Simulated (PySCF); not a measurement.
Hf(Cl)2(OH) (Cl2HHfO), SMILES [OH][Hf+]([Cl])[Cl], charge +1, multiplicity 1. Geometry: PBE-D3(BJ)/def2-SVP. The multiplicity is an assumed one; other spin states were not compared. The isomer is the one that the SMILES or the coordinates give; other isomers of the formula were not compared. The def2 effective core potentials stand for the cores of Hf; spin–orbit coupling is left out. One conformer was computed; it need not be the lowest.

Question: Give the equilibrium geometry at PBE-D3(BJ)/def2-SVP (PySCF confirms it by a frequency run) as a Z-matrix, and its point group. (Estimate from the structure and the level; the computed values follow.)

Answer: Several could match; the one computed here: point group Cs.
```
Hf
O 1 1.8612
H 2 0.9767 1 165.09
Cl 1 2.2890 2 106.92 3 56.74
Cl 1 2.2890 2 106.92 3 -56.74
```
Charge +1, spin multiplicity 1.
